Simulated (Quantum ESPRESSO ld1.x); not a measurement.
Hg53+, configuration [Ar] 3d9. Method: Dirac Kohn-Sham, PBE, spin-unpolarised, spherical densities, point nucleus; open shells are shared between the two j in proportion to 2j + 1; computed with ld1.x of Quantum ESPRESSO 7.5.

Spin-orbit splittings of the eigenvalues, e(l+1/2) - e(l-1/2), with zeta = 2 splitting/(2l+1) and mean radii in bohr:

shell  occ.  splitting (eV)  zeta (eV)  <r> j=l-1/2  <r> j=l+1/2
2p        6            1961       1307      0.05674      0.06534
3p        6               ?          ?       0.1657       0.1800
3d        9           101.3      40.50       0.1557       0.1601

Estimate the 3p splitting.

Answer. 461.4 eV (zeta = 307.6 eV).
